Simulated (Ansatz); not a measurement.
`CC#CS[SiH3]` + `O[Si](O)(F)Cl` → `O[Si](F)(Cl)O[SiH3]` + `CC#CS`  (ligand exchange at the Si–S bond)

Isolated molecules relaxed with PBE0-D4/def2-TZVP in Ansatz; ΔE leaves out vibrations. CCSD(T)/CBS adds triple-zeta CCSD(T) − MP2 to the extrapolated MP2 energy (def2 sets, frozen cores). This one scheme is used for every species. DFT in def2-TZVPP. B3LYP here is the variant with VWN-RPA as its local correlation; programs differ in this. Each species was taken in one conformer, which may not be the lowest.

```tsv
level	ΔE (kJ/mol)	difference from CCSD(T)/CBS
PBE-D4	-27.8	15.9
r2SCAN-D4	-38.7	5.0
B3LYP-D4	-47.0	-3.3
B2PLYP	-46.3	-2.6
PBE	-27.8	15.9
B3LYP	-47.2	-3.5
MP2/def2-TZVPP	-40.7	3.0
SCS-MP2/def2-TZVPP	-47.7	-4.0
CCSD/def2-TZVPP	-49.3	-5.6
HF/CBS(def2)	-67.6	-23.9
CCSD(T)/CBS	-43.7	0
```

Largest T1 diagnostic among the species: 0.012.

From PBE to PBE0 (25 % exact exchange), in def2-TZVPP and without D4, ΔE moves by −5.1 kJ/mol. In def2-TZVPP, CCSD(T) changes the Hartree–Fock value by +19.7 kJ/mol (the triples alone add +4.2 kJ/mol) and MP2 by +24.1 kJ/mol.
